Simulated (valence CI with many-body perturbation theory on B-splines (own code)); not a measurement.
# Hyperfine factors and g values of Pm XL

Computed by valence CI with perturbative core correlation (CI+MBPT): four valence electrons over a frozen Dirac-Fock core [Ar], radial functions for each j: 7 s, 7 p, 8 d, 6 f, 4 g, 1 h, with the one-electron correlation potential Σ1 (screened to all orders), the two-electron term Σ2, the three-electron term Σ3, Breit, model QED; selected single and double excitations, second order for the rest, scaled by the run's own slope (own B-spline code, finite nucleus).

The last digits are not significant, and no measured levels were compared; by estimate large intervals hold to a few tenths of a per cent, small ones and those within an open d or f shell to about a per cent. Only levels of the ground parity were solved; by the run's estimate the other parity begins above the list, which can be wrong where configurations are misplaced.

A/g_I is the dipole constant over the nuclear g factor μ/I (μ in nuclear magnetons, uniformly magnetised nucleus), B/Q the quadrupole constant per barn. Both hold the static response of the core; the bare values leave it out. Large factors of s and p1/2 electrons are usually good to 5 to 10 %; those of open d and f shells near neutrality can be off by tens of per cent, and small factors of p3/2, d and f electrons come from cancelling terms and can be off by a factor of two or in sign, in half-filled shells by more. B is blank for J = 1/2, where it vanishes, and for nearly pure S terms. Energies count from the lowest level. Levels with J = 0 are left out.

Levels are named by their leading jj configuration (3d3/2^4 stands for four electrons in 3d with j = 3/2), which in mixed levels can hold well under half, so a name can repeat and another be missing. Letters in brackets count levels of one name in rising energy.

```tsv
Level	E (cm⁻¹)	g	A/g_I (MHz)	A/g_I bare	B/Q (MHz/b)	B/Q bare
(3d3/2^3 3d5/2) J=1	175980	1.493	-2290	-1400	10400	10600
(3d3/2^3 3d5/2) J=2	252180	1.300	16900	17500	19000	19300
(3d3/2^3 3d5/2) J=4	254060	1.099	30100	30300	456	406
(3d3/2^3 3d5/2) J=3	278770	1.204	25200	25600	12400	12500
(3d3/2^2 3d5/2^2) J=4 [a]	426930	1.153	24500	24800	-11100	-11300
(3d3/2^2 3d5/2^2) J=2 [a]	430110	1.123	15300	15500	19200	19500
(3d3/2^2 3d5/2^2) J=3 [a]	441820	1.105	22600	22900	4430	4500
(3d3/2^2 3d5/2^2) J=5	468700	1.078	28100	28300	25400	25800
(3d3/2^2 3d5/2^2) J=6	487620	1.081	29600	29800	30300	30700
(3d3/2^2 3d5/2^2) J=1	487970	1.167	29800	30200	1810	1820
(3d3/2^2 3d5/2^2) J=4 [b]	517350	1.028	32000	32100	-10400	-10600
(3d3/2^2 3d5/2^2) J=3 [b]	522070	1.113	30500	30700	9200	9350
(3d3/2^2 3d5/2^2) J=2 [b]	527020	1.112	27500	27700	8730	8860
(3d3/2^2 3d5/2^2) J=2 [c]	601620	1.007	38400	38500	-1870	-1910
(3d3/2^2 3d5/2^2) J=4 [c]	620540	1.222	20800	21200	34200	34700
(3d3/2 3d5/2^3) J=3 [a]	676780	1.139	18200	18500	1360	1400
(3d3/2 3d5/2^3) J=4 [a]	684240	1.108	22300	22600	-5490	-5580
(3d3/2^2 3d5/2^2) J=2 [d]	699520	1.244	23500	23900	-9610	-9730
(3d3/2 3d5/2^3) J=1 [a]	708430	0.878	30900	30800	12900	13100
(3d3/2 3d5/2^3) J=5	709070	1.141	24300	24600	-16700	-17000
(3d3/2 3d5/2^3) J=6	716670	1.071	27800	28000	34600	35200
(3d3/2 3d5/2^3) J=2 [a]	765670	1.032	31500	31600	25100	25500
(3d3/2 3d5/2^3) J=3 [b]	776900	1.088	26800	27000	11800	12000
(3d3/2 3d5/2^3) J=3 [c]	865230	1.058	30000	30200	39200	39800
(3d3/2 3d5/2^3) J=1 [b]	869410	1.435	6040	6820	-18000	-18300
(3d3/2 3d5/2^3) J=4 [b]	874660	1.036	30300	30400	34200	34700
(3d3/2 3d5/2^3) J=2 [b]	897820	1.094	28100	28300	-33400	-33900
(3d5/2^4) J=4	957940	1.154	20900	21200	-33600	-34100
(3d5/2^4) J=2	1041500	1.031	23400	23500	8000	8120
```

(1) Take the isotope of mass number 147, with I = 7/2, μ = 2.58 μN and Q = 0.74 b. What is the hyperfine structure of (3d3/2^3 3d5/2) J=3?

Results:

(1) From the table A = 18600 MHz, B = 9150 MHz. Shifts from the centre of gravity in MHz: F = 1/2: -246000, F = 3/2: -220000, F = 5/2: -176000, F = 7/2: -113000, F = 9/2: -30600, F = 11/2: 72400, F = 13/2: 198000.
